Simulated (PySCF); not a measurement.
## Two-component Hartree-Fock for W⁺ (tungsten, charge +1)

Start: [Xe] 4f14 5d4 6p1; 5d5/2 filled at m_j = -1/2, +1/2, +3/2, +5/2; 6p3/2 filled at m_j = +3/2. Calculated with PySCF 2.14 in x2c-SVPall-2c with one added diffuse shell each of s, d type (8s9p10d2f, 99 functions): generalised Hartree-Fock with the X2C-1e Hamiltonian and a Gaussian nucleus; one run each with spin-orbit coupling (SO) switched off, then screened by Boettger's factors. This is a chosen level, not necessarily the ground level.

```json
{"spinor shell": "1s1/2", "electrons": "2", "ε, spin-free (eV)": "-69906.7", "ε, screened SO (eV)": "-69885.4", "weight of nominal j (screened SO)": "1.000", "rms radius, screened SO (bohr)": "0.0208"}
{"spinor shell": "2s1/2", "electrons": "2", "ε, spin-free (eV)": "-12216.1", "ε, screened SO (eV)": "-12209.4", "weight of nominal j (screened SO)": "1.000", "rms radius, screened SO (bohr)": "0.0838"}
{"spinor shell": "2p1/2", "electrons": "2", "ε, spin-free (eV)": "-10689.2", "ε, screened SO (eV)": "-11656.0", "weight of nominal j (screened SO)": "1.000", "rms radius, screened SO (bohr)": "0.0713"}
{"spinor shell": "2p3/2", "electrons": "4", "ε, spin-free (eV)": "-10689.2", "ε, screened SO (eV)": "-10296.8", "weight of nominal j (screened SO)": "1.000", "rms radius, screened SO (bohr)": "0.0787"}
{"spinor shell": "3s1/2", "electrons": "2", "ε, spin-free (eV)": "-2883.7", "ε, screened SO (eV)": "-2881.5", "weight of nominal j (screened SO)": "1.000", "rms radius, screened SO (bohr)": "0.214"}
{"spinor shell": "3p1/2", "electrons": "2", "ε, spin-free (eV)": "-2423.7", "ε, screened SO (eV)": "-2635.2", "weight of nominal j (screened SO)": "1.000", "rms radius, screened SO (bohr)": "0.206"}
{"spinor shell": "3p3/2", "electrons": "4", "ε, spin-free (eV)": "-2423.7", "ε, screened SO (eV)": "-2336.3", "weight of nominal j (screened SO)": "1.000", "rms radius, screened SO (bohr)": "0.221"}
{"spinor shell": "3d3/2", "electrons": "4", "ε, spin-free (eV)": "-1888.3", "ε, screened SO (eV)": "-1925.8", "weight of nominal j (screened SO)": "1.000", "rms radius, screened SO (bohr)": "0.195"}
{"spinor shell": "3d5/2", "electrons": "6", "ε, spin-free (eV)": "-1888.3", "ε, screened SO (eV)": "-1861.4", "weight of nominal j (screened SO)": "1.000", "rms radius, screened SO (bohr)": "0.199"}
{"spinor shell": "4s1/2", "electrons": "2", "ε, spin-free (eV)": "-635.44", "ε, screened SO (eV)": "-634.77", "weight of nominal j (screened SO)": "1.000", "rms radius, screened SO (bohr)": "0.478"}
{"spinor shell": "4p1/2", "electrons": "2", "ε, spin-free (eV)": "-481.81", "ε, screened SO (eV)": "-531.21", "weight of nominal j (screened SO)": "1.000", "rms radius, screened SO (bohr)": "0.487"}
{"spinor shell": "4p3/2", "electrons": "4", "ε, spin-free (eV)": "-481.81", "ε, screened SO (eV)": "-461.26", "weight of nominal j (screened SO)": "1.000", "rms radius, screened SO (bohr)": "0.519"}
{"spinor shell": "4d3/2", "electrons": "4", "ε, spin-free (eV)": "-283.10", "ε, screened SO (eV)": "-290.72", "weight of nominal j (screened SO)": "0.999", "rms radius, screened SO (bohr)": "0.544"}
{"spinor shell": "4d5/2", "electrons": "6", "ε, spin-free (eV)": "-283.10", "ε, screened SO (eV)": "-277.48", "weight of nominal j (screened SO)": "1.000", "rms radius, screened SO (bohr)": "0.556"}
{"spinor shell": "5s1/2", "electrons": "2", "ε, spin-free (eV)": "-103.75", "ε, screened SO (eV)": "-103.66", "weight of nominal j (screened SO)": "1.000", "rms radius, screened SO (bohr)": "1.15"}
{"spinor shell": "5p1/2", "electrons": "2", "ε, spin-free (eV)": "-62.819", "ε, screened SO (eV)": "-70.398", "weight of nominal j (screened SO)": "0.938", "rms radius, screened SO (bohr)": "1.32"}
{"spinor shell": "5p3/2", "electrons": "4", "ε, spin-free (eV)": "-62.819", "ε, screened SO (eV)": "-59.469", "weight of nominal j (screened SO)": "0.952", "rms radius, screened SO (bohr)": "1.35"}
{"spinor shell": "4f5/2", "electrons": "6", "ε, spin-free (eV)": "-60.191", "ε, screened SO (eV)": "-61.201", "weight of nominal j (screened SO)": "0.985", "rms radius, screened SO (bohr)": "0.669"}
{"spinor shell": "4f7/2", "electrons": "8", "ε, spin-free (eV)": "-60.191", "ε, screened SO (eV)": "-58.964", "weight of nominal j (screened SO)": "0.982", "rms radius, screened SO (bohr)": "0.677"}
{"spinor shell": "5d5/2", "electrons": "4", "ε, spin-free (eV)": "-19.906", "ε, screened SO (eV)": "-19.803", "weight of nominal j (screened SO)": "0.582", "rms radius, screened SO (bohr)": "2.06"}
{"spinor shell": "6p3/2", "electrons": "1", "ε, spin-free (eV)": "-9.644", "ε, screened SO (eV)": "-9.511", "weight of nominal j (screened SO)": "1.000", "rms radius, screened SO (bohr)": "4.64"}
```

```json
{"quantity": "E (hartree)", "spin-free": "-16129.38706", "screened SO": "-16148.27710"}
{"quantity": "M_J", "spin-free": "11/2", "screened SO": "11/2"}
{"quantity": "⟨J²⟩", "spin-free": "35.791", "screened SO": "35.784"}
{"quantity": "⟨L²⟩", "spin-free": "12.039", "screened SO": "12.828"}
{"quantity": "⟨S²⟩", "spin-free": "8.752", "screened SO": "8.428"}
```

Each row is a mean over spinors that exchange with the open shell spreads, by up to 6.905 eV (5p3/2).

Rows whose weight is well below 1 are mixtures of j = l ± 1/2: exchange outweighs spin-orbit coupling there, and the label is only the starting occupation.

Breit and QED terms are absent; they matter most for the inner s and p1/2 levels.

Densities and radii are taken from the X2C orbitals without a picture-change correction, which distorts them close to the nucleus.

Without spin-orbit coupling the j labels of p, d and f shells carry no meaning; the spin-free column gives the mean over the occupied spinors of each nl shell.
